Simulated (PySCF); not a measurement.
SnHI3, SMILES [I][SnH]([I])[I]. The structure is a stationary point at B3LYP-D3(BJ)/def2-SVP. The structure was generated by enumeration; whether it is a known compound was not checked. The def2 effective core potentials stand for the cores of I, Sn; spin–orbit coupling is left out.

Q: Give the equilibrium geometry at B3LYP-D3(BJ)/def2-SVP (PySCF confirms it by a frequency run) as bond lengths and angles, and its point group. (The exact figures need the calculation; the answer reports its results.)

A: point group C3v.
Atoms: Sn1 I2 I3 I4 H5. Bond lengths (Å): Sn1–I2 2.709, Sn1–I3 2.709, Sn1–I4 2.709, Sn1–H5 1.716. Angles (°): I2–Sn1–I3 109.1, I2–Sn1–I4 109.1, I2–Sn1–H5 109.8, I3–Sn1–I4 109.1, I3–Sn1–H5 109.8, I4–Sn1–H5 109.8.
